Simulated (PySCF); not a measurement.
## Calculated data, BH2NOSi, CH3FNSi, CH7AlBN, CH2BFSi and others

Computed with PySCF 2.14.0. Calculation on a computer-drawn molecule: optimised geometry and harmonic frequencies of an isolated molecule of the commonest isotopes, restricted reference for singlets and unrestricted otherwise, frozen core in MP2.

Common to all runs: charge 0; basis cc-pV(D+d)Z.

(1) BH2NOSi

Start structure:
```xyz
6
BH2NOSi
N     -1.8430    -1.0462     1.3980
B     -1.4686     0.0494     0.9784
Si    -0.9375     1.8531     0.1356
O      0.0378     2.3604     1.3744
H     -2.1236    -1.9184     1.7615
H      0.4446     3.2080     1.2593
```

It was run with multiplicity 1 and method MP2.

Results for BH2NOSi: rotational constants 19.32, 3.065, 2.646 GHz; total energy -444.6158 hartree; convergence status largest gradient component 2.736e-05 hartree/bohr.

Drawn bonds:
| atom | other atom | order |
| --- | --- | --- |
| 1 | 2 | 2 |
| 2 | 3 | 1 |
| 3 | 4 | 1 |
| 1 | 5 | 1 |
| 4 | 6 | 1 |

Optimised structure:
```xyz
6
BH2NOSi
N     -1.8541    -1.0633     1.3943
B     -1.4545     0.0638     0.9891
Si    -0.9309     1.8538     0.1469
O      0.0614     2.3660     1.4110
H     -2.1475    -1.9525     1.7535
H      0.4353     3.2386     1.2123
```

Modes:
| frequency (cm⁻¹) | reduced mass (dalton) |
| --- | --- |
| 128 | 5.71 |
| 199.7 | 4.929 |
| 359.4 | 9.141 |
| 468.7 | 1.192 |
| 508.6 | 8.004 |
| 516.5 | 1.21 |
| 619.5 | 1.131 |
| 836.7 | 16.91 |
| 935.6 | 1.129 |
| 1857 | 7.799 |
| 3833 | 1.066 |
| 3853 | 1.101 |

(2) CH3FNSi

Start structure:
```xyz
7
CH3FNSi
C      0.4370     2.5239    -0.4165
N     -0.6138     1.7006    -0.2809
Si    -1.0214     0.2744     0.4619
F     -2.5350    -0.1041     0.1008
H      1.4118     2.3382     0.0492
H      0.1998     3.4131    -0.9864
H     -0.5546    -0.7666     1.3137
```

Settings of this run: multiplicity 2 and method HF.

It finds rotational constants 23.38, 3.467, 3.151 GHz; total energy -482.4575 hartree; spin squared 0.8154; convergence status largest gradient component 6.169e-06 hartree/bohr.

Drawn bonds:
| atom | other atom | order |
| --- | --- | --- |
| 1 | 2 | 1 |
| 2 | 3 | 2 |
| 3 | 4 | 1 |
| 1 | 5 | 1 |
| 1 | 6 | 1 |
| 3 | 7 | 1 |

Optimised structure:
```xyz
7
CH3FNSi
C      0.3080     2.3828    -0.3657
N     -0.8445     1.8851    -0.2563
Si    -1.2711     0.5448     0.7411
F     -2.4011    -0.3089    -0.0315
H      1.2084     1.9725     0.1072
H      0.4651     3.2801    -0.9666
H     -0.1410    -0.3769     1.0135
```

Modes:
| frequency (cm⁻¹) | reduced mass (dalton) |
| --- | --- |
| 83.61 | 3.644 |
| 205.4 | 3.307 |
| 334.8 | 4.506 |
| 518.6 | 1.221 |
| 755.3 | 7.053 |
| 801.5 | 1.355 |
| 840.6 | 1.231 |
| 924.1 | 6.501 |
| 1201 | 1.354 |
| 1305 | 1.37 |
| 1585 | 1.742 |
| 1715 | 2.174 |
| 2270 | 1.042 |
| 3163 | 1.055 |
| 3270 | 1.111 |

(3) CH7AlBN

Start structure:
```xyz
11
CH7AlBN
B     -2.1618     1.5317     0.6248
C     -1.7521     0.4051    -0.3501
Al     0.1621     0.7903     0.1623
N      0.9771     0.2676     1.6660
H     -2.2385     2.6194     0.3393
H     -2.4763     1.2349     1.8191
H     -2.0348    -0.5919    -0.1606
H     -1.8082     0.6760    -1.3674
H      1.0907     1.5404    -0.9039
H      0.4798    -0.0184     2.4668
H      1.9599     0.2490     1.8395
```

It was run with multiplicity 1 and method HF.

Results for CH7AlBN: rotational constants 10.25, 3.557, 2.872 GHz; total energy -363.0334 hartree; convergence status largest gradient component 3.227e-05 hartree/bohr.

Drawn bonds:
| atom | other atom | order |
| --- | --- | --- |
| 1 | 2 | 1 |
| 2 | 3 | 1 |
| 3 | 4 | 1 |
| 1 | 5 | 1 |
| 1 | 6 | 1 |
| 2 | 7 | 1 |
| 2 | 8 | 1 |
| 3 | 9 | 1 |
| 4 | 10 | 1 |
| 4 | 11 | 1 |

Optimised structure:
```xyz
11
CH7AlBN
B     -2.3436     1.4722     0.7547
C     -1.6375     0.6119    -0.3034
Al     0.3210     0.6706     0.0257
N      0.9610     0.3570     1.6382
H     -2.5652     2.6409     0.5594
H     -2.6301     1.0197     1.8347
H     -1.8513    -0.4623    -0.2253
H     -1.7563     0.9480    -1.3375
H      1.3471     0.9446    -1.1417
H      0.4165     0.1729     2.4603
H      1.9364     0.3286     1.8708
```

Modes:
| frequency (cm⁻¹) | reduced mass (dalton) |
| --- | --- |
| 34.58 | 2.067 |
| 140.9 | 2.72 |
| 210.1 | 1.612 |
| 293.4 | 1.581 |
| 389.1 | 1.2 |
| 480.6 | 1.25 |
| 539.2 | 1.205 |
| 568.2 | 2.889 |
| 599.8 | 1.079 |
| 705.7 | 1.066 |
| 785.5 | 1.338 |
| 840.2 | 2.242 |
| 878.7 | 1.681 |
| 949.5 | 1.221 |
| 1065 | 2.55 |
| 1112 | 1.519 |
| 1169 | 1.284 |
| 1337 | 1.275 |
| 1531 | 1.171 |
| 1677 | 1.111 |
| 1996 | 1.043 |
| 2638 | 1.055 |
| 2694 | 1.126 |
| 3153 | 1.06 |
| 3228 | 1.1 |
| 3775 | 1.052 |
| 3857 | 1.093 |

(4) CH2BFSi

Start structure:
```xyz
6
CH2BFSi
C      0.2122     1.0572     1.0968
B      0.8312     0.4215    -0.0102
Si     2.3214    -0.4444    -0.6147
F      2.3263    -0.8924    -2.2182
H     -0.7374     1.6918     1.1504
H      0.6450     1.0792     2.1061
```

It was run with multiplicity 1 and method HF.

Results for CH2BFSi: rotational constants 17.86, 3.027, 2.588 GHz; total energy -452.0405 hartree; convergence status largest gradient component 2.714e-05 hartree/bohr.

Drawn bonds:
| atom | other atom | order |
| --- | --- | --- |
| 1 | 2 | 2 |
| 2 | 3 | 1 |
| 3 | 4 | 1 |
| 1 | 5 | 1 |
| 1 | 6 | 1 |

Optimised structure:
```xyz
6
CH2BFSi
C      0.2566     1.0698     1.1264
B      1.1669     0.3718     0.3351
Si     2.5778    -0.6684    -0.7049
F      1.8370    -0.5787    -2.1605
H     -0.6566     1.4977     0.7240
H      0.4170     1.2207     2.1901
```

Modes:
| frequency (cm⁻¹) | reduced mass (dalton) |
| --- | --- |
| 116.3 | 4.448 |
| 186 | 5.04 |
| 311.9 | 1.081 |
| 333.9 | 2.902 |
| 503.3 | 5.809 |
| 724.9 | 2.061 |
| 844.2 | 20.93 |
| 893.8 | 1.325 |
| 1384 | 1.246 |
| 1647 | 4.162 |
| 3290 | 1.063 |
| 3372 | 1.109 |

(5) BH3O2Si

Start structure:
```xyz
7
BH3O2Si
B     -2.3941    -2.6043    -0.6839
O     -2.1245    -1.3518    -0.3463
Si    -1.7593     0.1444     0.1228
O     -2.7915     0.5326     1.1701
H     -1.8700    -3.4778    -0.1210
H     -3.0523    -2.8520    -1.5538
H     -3.5247     0.0243     1.5235
```

It was run with multiplicity 1 and method HF.

Results for BH3O2Si: rotational constants 23.05, 3.805, 3.266 GHz; total energy -465.1941 hartree; convergence status largest gradient component 3.162e-05 hartree/bohr.

Drawn bonds:
| atom | other atom | order |
| --- | --- | --- |
| 1 | 2 | 1 |
| 2 | 3 | 1 |
| 3 | 4 | 1 |
| 1 | 5 | 1 |
| 1 | 6 | 1 |
| 4 | 7 | 1 |

Optimised structure:
```xyz
7
BH3O2Si
B     -2.3984    -2.6360    -0.7405
O     -2.6411    -1.4788    -0.0776
Si    -1.5955    -0.4469     0.7540
O     -2.6825     0.6791     1.2366
H     -1.2809    -3.0826    -0.8014
H     -3.3203    -3.2016    -1.2625
H     -3.5977     0.5822     1.0027
```

Modes:
| frequency (cm⁻¹) | reduced mass (dalton) |
| --- | --- |
| 85.7 | 2.508 |
| 188.8 | 3.265 |
| 241.2 | 1.387 |
| 344.8 | 4.265 |
| 560.7 | 1.159 |
| 709.6 | 4.925 |
| 854.7 | 1.666 |
| 930 | 4.347 |
| 1089 | 1.437 |
| 1149 | 1.374 |
| 1268 | 1.91 |
| 1409 | 2.003 |
| 2655 | 1.051 |
| 2730 | 1.126 |
| 4116 | 1.066 |

(6) CH3AlBN

Start structure:
```xyz
7
CH3AlBN
C     -1.2623    -0.5352    -1.1724
B     -1.7476     0.4068    -0.2376
N     -2.1959     1.2798     0.7569
Al    -1.7344     1.7179     2.4497
H     -1.6992    -1.5118    -1.2641
H     -0.3909    -0.4781    -1.8246
H     -2.8246     1.9588     0.3096
```

It was run with multiplicity 1 and method HF.

The calculation gives: rotational constants 20.95, 3.235, 2.856 GHz; total energy -360.6845 hartree; convergence status largest gradient component 3.156e-05 hartree/bohr.

Drawn bonds:
| atom | other atom | order |
| --- | --- | --- |
| 1 | 2 | 2 |
| 2 | 3 | 1 |
| 3 | 4 | 1 |
| 1 | 5 | 1 |
| 1 | 6 | 1 |
| 3 | 7 | 1 |

Optimised structure:
```xyz
7
CH3AlBN
C     -1.2452    -0.5409    -1.0504
B     -1.8216     0.4802    -0.2940
N     -2.2794     1.4251     0.5909
Al    -1.4864     1.3108     2.2682
H     -1.6844    -1.5304    -1.1057
H     -0.3602    -0.3771    -1.6545
H     -2.9776     2.0705     0.2629
```

Modes:
| frequency (cm⁻¹) | reduced mass (dalton) |
| --- | --- |
| 75.54 | 6.368 |
| 283.2 | 1.173 |
| 386.3 | 2.068 |
| 452.5 | 7.168 |
| 657.8 | 5.24 |
| 716.4 | 1.095 |
| 785.1 | 1.262 |
| 866.5 | 1.911 |
| 979.8 | 3.253 |
| 1192 | 1.39 |
| 1465 | 1.175 |
| 1814 | 8.305 |
| 3303 | 1.061 |
| 3383 | 1.111 |
| 3769 | 1.076 |
